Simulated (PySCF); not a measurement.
Species: [CrO4]3- (charge -3 and doublet state).
Bonds: Cr1–O2, Cr1–O3, Cr1–O4, Cr1–O5.

A GFN2-xTB structure was refined with PySCF 2.14.0, PBE0-D3(BJ)/def2-SVP geometry optimisation, gas phase. Its GFN2-xTB values:

```tsv
coordinate	GFN2-xTB
Cr1–O2	1.746 Å
Cr1–O3	1.748 Å
O2–Cr1–O3	100.7°
```

How do these coordinates change at the PBE0-D3(BJ)/def2-SVP level?

```
coordinate  PBE0-D3(BJ)/def2-SVP (Å or °)  change
    Cr1–O3                          1.621  -0.127
    Cr1–O2                          1.622  -0.124
 O2–Cr1–O3                          109.4    +8.7
```

The energy falls by 201.8 kJ/mol over 6 energy and gradient evaluations, the largest force component goes from 0.0752 to 4.9e-05 Eh/bohr, and the atoms move by 0.276 Å rms after alignment. The bond that changes most is Cr1–O3 (ends: chromium bonded to 4 O; oxygen bonded to Cr), which shortens by 0.127 Å. Bonds longer at the end by more than 0.005 Å: 0 of 4; shorter: 4.

The run used 87 basis functions and 69 SCF cycles in all. On x86-64 server, one thread, on a shared host, this took 32 s.

No PBE0-D3(BJ)/def2-SVP frequencies stand behind this structure, so it isn't proved a minimum. ⟨S²⟩ = 0.750 (exact for a doublet: 0.75). Whether so highly charged an anion holds all its electrons in the gas phase wasn't checked; a finite basis holds them in any case. No counter-ion or solvent screens the charge of this multiply charged ion. The geometry's basis has no diffuse functions, a weakness for an anion.

Caution for open-shell metal species: one SCF solution and one stationary point were followed, and a lower state or a bent or distorted shape isn't ruled out.
